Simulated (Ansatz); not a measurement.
**SiH2O2F2 (SMILES O[Si](O)(F)F): methods side by side**

SiH2O2F2: 7 atoms, total charge 0, spin state singlet. As SMILES, `O[Si](O)(F)F`. Geometry: optimised at PBE0/def2-SVP. This is one conformer, not always the lowest.

Quantity: the adiabatic ionisation energy (to the doublet cation, shapes relaxed at PBE0/def2-SVP, no zero-point term), in eV. The values are calculated.

```csv
level,kind,program,value (eV),CPU time (all runs)
SVWN5/def2-SVP,LDA,Ansatz,11.47,4.4 s
PBE/def2-SVP,GGA,Ansatz,11.23,8 s
PBE0-D4/def2-SVP,global hybrid,Ansatz,11.75,12 s
wB97M-V/def2-SVP,range-separated hybrid,Ansatz,11.93,41 s
B2PLYP/def2-SVP,double hybrid,Ansatz,11.78,17 s
RPA@PBE/def2-SVP,RPA,Ansatz,11.39,14 s
MP2/def2-SVP,perturbation theory,Ansatz,12.51,13 s
CCSD(T)/def2-SVP,coupled cluster or CI,Ansatz,11.93,61 s
```

The values span 11.23 to 12.51 eV. The coupled-cluster rows rest on a doubtful reference here (large T1 or Brueckner and Hartree–Fock orbitals at odds), and rows may lie in different states. Times are those of the runs behind each value, whatever else they computed, on shared processors of several kinds: orders of magnitude only.
